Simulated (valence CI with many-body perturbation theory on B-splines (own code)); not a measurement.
Results of a calculation; reference values are marked as such.
**Energy levels of I²²⁺**

Level of theory: relativistic CI+MBPT: three valence electrons over a frozen Dirac-Fock core [Ar] 3d10, a basis of 11 s, 11 p, 10 d, 8 f, 5 g, 2 h functions for each j, with the one-electron correlation potential Σ1 (screened to all orders), the two-electron term Σ2, the three-electron term Σ3, Breit, model QED; selected single and double excitations, second order for the rest, scaled by the run's own slope (own B-spline code, finite nucleus).

No measured levels were compared; by estimate levels hold to about 250 cm⁻¹ or 0.2 % of their energy and the worst to 1 %, as in measured heavy ions of charge 2 to 7; those with d or f electrons hold less well.

Levels 136 to 180 of 180, with energies above the lowest level, 4s²4p ²P°_1/2. "Leading %" is the weight of the configuration and term that name the level; weights of strongly mixed levels are sums over their largest components and can fall short.

| No. | Configuration | Term | J | E (eV) | Leading % | Second component | g |
| --- | --- | --- | --- | --- | --- | --- | --- |
| 136 | 4p²4f | ²G° | 9/2 | 308.28 | 52 | 38 % 4p²4f ⁴F° | 1.197 |
| 137 | 4p²4f | ⁴F° | 5/2 | 308.43 | 26 | 22 % 4p²4f ⁴G° | 0.930 |
| 138 | 4p²4f | ²F° | 7/2 | 309.11 | 30 | 23 % 4p4d² ⁴F° | 1.200 |
| 139 | 4p²4f | ⁴F° | 3/2 | 309.34 | 40 | 31 % 4p²4f ⁴D° | 0.766 |
| 140 | 4p²4f | ⁴D° | 1/2 | 309.74 | 40 | 25 % 4p4d² ⁴D° | 0.257 |
| 141 | 4p²4f | ⁴F° | 3/2 | 309.75 | 29 | 20 % 4p²4f ²D° | 0.813 |
| 142 | 4p²4f | ²D° | 5/2 | 309.89 | 35 | 33 % 4p²4f ⁴D° | 1.210 |
| 143 | 4p4d² | ⁴G° | 11/2 | 311.13 | 69 | 16 % 4p²4f ²H° | 1.219 |
| 144 | 4s4p5s | ⁴P° | 1/2 | 312.39 | 90 | 8 % 4s4p5s ²P° | 2.474 |
| 145 | 4p4d² | ²D° | 5/2 | 312.58 | 25 | 20 % 4p4d² ⁴D° | 1.135 |
| 146 | 4p4d² | ²P° | 1/2 | 313.49 | 80 | 8 % 4p4d² ⁴D° | 0.656 |
| 147 | 4p4d² | ²F° | 7/2 | 313.62 | 33 | 27 % 4p4d² ⁴F° | 1.162 |
| 148 | 4p²4f | ²G° | 9/2 | 313.70 | 32 | 30 % 4p4d² ²H° | 1.051 |
| 149 | 4p4d² | ⁴F° | 9/2 | 314.32 | 32 | 28 % 4p4d² ⁴G° | 1.216 |
| 150 | 4s4p5s | ⁴P° | 3/2 | 315.10 | 78 | 19 % 4s4p5s ²P° | 1.643 |
| 151 | 4p²4f | ²F° | 5/2 | 315.12 | 29 | 13 % 4p4d² ⁴D° | 1.101 |
| 152 | 4p4d² | ²P° | 3/2 | 315.19 | 36 | 22 % 4p4d² ²D° | 1.072 |
| 153 | 4p4d² | ⁴D° | 7/2 | 315.44 | 29 | 20 % 4p4d² ²G° | 1.162 |
| 154 | 4p4d² | ²S° | 1/2 | 316.15 | 57 | 36 % 4p4d² ⁴P° | 2.153 |
| 155 | 4p4d² | ⁴D° | 7/2 | 316.36 | 37 | 15 % 4p4d² ²G° | 1.205 |
| 156 | 4p4d² | ⁴P° | 5/2 | 316.57 | 46 | 12 % 4p²4f ²F° | 1.300 |
| 157 | 4p²4f | ²D° | 3/2 | 317.54 | 30 | 27 % 4p²4f ²P° | 0.995 |
| 158 | 4s4p5s | ²P° | 1/2 | 317.61 | 92 | 6 % 4s4p5s ⁴P° | 0.777 |
| 159 | 4p²4f | ²H° | 9/2 | 317.81 | 33 | 27 % 4p4d² ⁴F° | 1.093 |
| 160 | 4p²4f | ⁴G° | 11/2 | 318.03 | 48 | 41 % 4p4d² ²H° | 1.190 |
| 161 | 4p4d² | ⁴D° | 5/2 | 318.35 | 22 | 17 % 4p4d² ⁴F° | 1.120 |
| 162 | 4p4d² | ⁴D° | 5/2 | 318.52 | 20 | 20 % 4p²4f ⁴F° | 1.177 |
| 163 | 4p4d² | ⁴D° | 3/2 | 318.74 | 41 | 32 % 4p²4f ²D° | 0.974 |
| 164 | 4p4d² | ⁴D° | 1/2 | 318.84 | 59 | 30 % 4p²4f ²P° | 0.261 |
| 165 | 4p4d² | ⁴D° | 7/2 | 318.86 | 56 | 18 % 4p4d² ⁴F° | 1.294 |
| 166 | 4p4d² | ²F° | 7/2 | 319.61 | 47 | 18 % 4p²4f ²G° | 1.087 |
| 167 | 4p4d² | ⁴S° | 3/2 | 320.39 | 56 | 21 % 4p4d² ⁴P° | 1.777 |
| 168 | 4p4d² | ²F° | 7/2 | 322.08 | 28 | 26 % 4p²4f ⁴F° | 1.164 |
| 169 | 4p4d² | ²G° | 9/2 | 322.29 | 31 | 15 % 4p²4f ²H° | 1.126 |
| 170 | 4p4d² | ²P° | 1/2 | 322.64 | 58 | 28 % 4p²4f ⁴D° | 0.495 |
| 171 | 4p4d² | ²D° | 3/2 | 322.86 | 43 | 10 % 4p4d² ⁴S° | 1.022 |
| 172 | 4p4d² | ²D° | 5/2 | 323.91 | 57 | 10 % 4s4d4f ²D° | 1.183 |
| 173 | 4p²4f | ⁴F° | 9/2 | 324.19 | 38 | 26 % 4p²4f ²G° | 1.203 |
| 174 | 4p4d² | ²F° | 5/2 | 325.01 | 29 | 22 % 4p²4f ²F° | 0.955 |
| 175 | 4p4d² | ²G° | 7/2 | 325.20 | 34 | 24 % 4p²4f ²F° | 1.026 |
| 176 | 4p²4f | ²D° | 3/2 | 325.60 | 41 | 16 % 4p²4f ⁴F° | 0.883 |
| 177 | 4p4d² | ²P° | 3/2 | 327.15 | 43 | 28 % 4p4d² ²D° | 1.129 |
| 178 | 4p²4f | ²F° | 5/2 | 327.19 | 21 | 16 % 4p²4f ⁴D° | 1.022 |
| 179 | 4p²4f | ²H° | 11/2 | 327.43 | 37 | 25 % 4p4d² ²H° | 1.140 |
| 180 | 4s4p5s | ⁴P° | 5/2 | 327.68 | 99 |  | 1.600 |

Names give the largest LS component (configuration and term), which can be under half, so a name can repeat, a term be missing and a line seem to break the LS rules; names also repeat where a configuration has a term twice.

Where two levels of one J and parity lie close, their mixing, g and order are uncertain.
